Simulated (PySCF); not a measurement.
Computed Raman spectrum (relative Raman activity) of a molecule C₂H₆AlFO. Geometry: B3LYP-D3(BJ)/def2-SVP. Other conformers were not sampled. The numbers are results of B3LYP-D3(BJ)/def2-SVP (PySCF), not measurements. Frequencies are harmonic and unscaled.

ν (cm⁻¹): 571 (w), 1035 (vw), 1228 (w), 1401 (vw), 1427 (w), 1473 (w), 1481 (w), 3011 (s), 3022 (vs), 3049 (s), 3094 (s), 3107 (m), 3923 (vs) (against the strongest line: vs over 80 %, s over 45 %, m over 15 %, w over 4 %, vw less)

Task: Which structure fits?
A. CC[O][AlH][F]
B. C[O][Al]([CH3])[F]
C. C[CH2][Al]([OH])[F]

Result: C, C[CH2][Al]([OH])[F]
